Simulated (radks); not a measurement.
Valence configurations of Ba (all share [Xe]). All-electron calculation, scalar-relativistic Kohn-Sham, r2SCAN, spin-polarised, spherical densities, finite nucleus; open shells are filled with parallel spins first (spin-orbit coupling, left out, can overturn this in heavy ions); meta-GGA in the generalised Kohn-Sham scheme; Fermi nuclear charge, rms radius 4.8378 fm. Program: a radial shooting solver on a logarithmic mesh with Libxc functionals. Energies are relative to 6s2; eigenvalues in eV for spin up.

| valence | E (eV) | moment (Bohr magnetons) | e(4f) | e(5d) | e(6p) | e(6s) |
|---|---|---|---|---|---|---|
| 6s2 | 0.000 | 0 | - | - | - | -3.267 |
| 5d0.5 6s1.5 | 0.568 | 1 | - | -1.735 | - | -3.318 |
| 6s1.5 6p0.5 | 0.865 | 1 | - | - | -1.711 | -3.824 |
| 6s1 6p1 | 1.352 | 2 | - | - | -1.996 | -4.186 |
| 5d1 6s0.5 6p0.5 | 1.812 | 2 | - | -1.875 | -1.462 | -3.413 |
| 4f0.5 6p1.5 | 4.808 | 2 | -0.199 | - | -2.954 | - |
| 4f2 | 8.718 | 2 | -0.475 | - | - | - |

NIST lists [Xe] 6s2 as the ground configuration; this level of theory agrees among the configurations tried. The energies are those of spherical high-spin densities, not of single terms. No valid solution was reached for [Xe] 4f0.5 6s1.5; [Xe] 4f0.5 6s1 6p0.5.
